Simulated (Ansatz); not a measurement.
trans-PtH2(PF3)2 (P2PtH2F6), relaxed as a singlet with RKS PBE-D4/def2-SVP in Ansatz, starting from the GFN2-xTB geometry. Force threshold 0.02 eV/Å.

In the def2 sets Pt takes a core potential; there is no spin–orbit coupling. The relaxation made no stability test and no search for a lower SCF solution. No other spin state of charge 0 was run. Another isomer (singlet) lies 0.27 eV lower at PBE0-D4/def2-TZVP; other spin states weren't run for this one.

Start:

Cartesian coordinates in Å:
```
F 0.808 -2.392 1.985
F 2.762 -1.603 0.976
F 1.382 -3.032 -0.194
F -1.470 2.964 0.271
F -2.732 1.597 -1.094
F -0.736 2.491 -1.907
P 1.222 -1.695 0.632
P -1.222 1.693 -0.636
Pt -0.005 -0.008 -0.011
H -0.960 -0.993 -0.738
H 0.951 0.978 0.716
```

Estimate the energy that the relaxation releases and the steps that it takes.

46.7 kJ/mol, in 13 steps; 16 s on 4 threads of Intel Xeon Platinum 8488C on a shared host. The force fell under the threshold at step 6, but the optimiser went on and released 0.008 eV more. No frequencies were taken in this run, so the end may be a saddle point.

Does the start keep its bonding?

By distances, no bond broke or formed. The bond that changes most is Pt9–H10, from 1.55 to 1.66 Å (atoms count from 1).

Predict the relaxed structure.


Cartesian coordinates in Å:
```
F 0.667 -2.544 1.920
F 2.726 -1.526 1.159
F 1.456 -2.906 -0.366
F -1.549 2.830 0.420
F -2.686 1.521 -1.269
F -0.616 2.635 -1.832
P 1.220 -1.722 0.673
P -1.219 1.722 -0.675
Pt 0.000 -0.003 -0.009
H -1.175 -1.136 -0.312
H 1.177 1.129 0.292
```
Bond lengths: 6 × F–P 1.59 Å; 2 × P–Pt 2.22 Å; 2 × H–Pt 1.66 Å.
